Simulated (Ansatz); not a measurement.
The cluster Al₂Te₂. The state is a quintet with charge 0. Geometry B3LYP-D4/def2-SVP.

```
atom    x (Å)    y (Å)    z (Å)
 Al1   0.7738  -0.9568  -1.1707
 Al2  -0.7726   0.9566   1.1717
 Te3   0.8998   1.6686  -0.7691
 Te4  -0.9010  -1.6684   0.7680
```

In the def2 sets Te takes a core potential; there is no spin–orbit coupling. B3LYP takes the VWN-RPA correlation. At PBE0-D4/def2-TZVP a broken-symmetry singlet of charge 0 lies 3.22 eV below the quintet, each at its own geometry. The structure comes from a short search, and lower isomers may exist.

**Question.** Estimate the α-spin orbital energies around the gap (eV) in Ansatz with LDA (SPW92)/def2-TZVP, PBE-D4/def2-TZVP, r2SCAN-D4/def2-TZVP, B3LYP-D4/def2-TZVP, PBE0-D4/def2-TZVP.

**Answer.** 
```
orbital  LDA (SPW92)/def2-TZVP  PBE-D4/def2-TZVP  r2SCAN-D4/def2-TZVP  B3LYP-D4/def2-TZVP  PBE0-D4/def2-TZVP
 HOMO−5                  -7.15             -7.05                -7.43               -7.82              -8.21
 HOMO−4                  -6.71             -6.55                -6.78               -7.26              -7.53
 HOMO−3                  -6.48             -6.38                -6.73               -7.10              -7.44
 HOMO−2                  -5.98             -5.93                -6.29               -6.60              -6.93
 HOMO−1                  -4.89             -4.83                -5.12               -5.45              -5.73
   HOMO                  -3.18             -3.16                -3.37               -3.46              -3.74
   LUMO                  -2.70             -2.66                -2.79               -2.21              -2.27
 LUMO+1                  -1.78             -1.60                -1.41               -0.93              -0.94
 LUMO+2                  -1.61             -1.45                -1.24               -0.85              -0.79
 LUMO+3                  -0.95             -0.77                -0.43               -0.12              -0.05
 LUMO+4                  -0.30             -0.17                 0.00                0.55               0.55
 LUMO+5                   0.79              0.97                 1.27                1.67               1.68
 β HOMO                  -6.39             -6.24                -6.38               -6.68              -6.79
 β LUMO                  -5.88             -5.61                -5.61               -5.22              -5.10
```
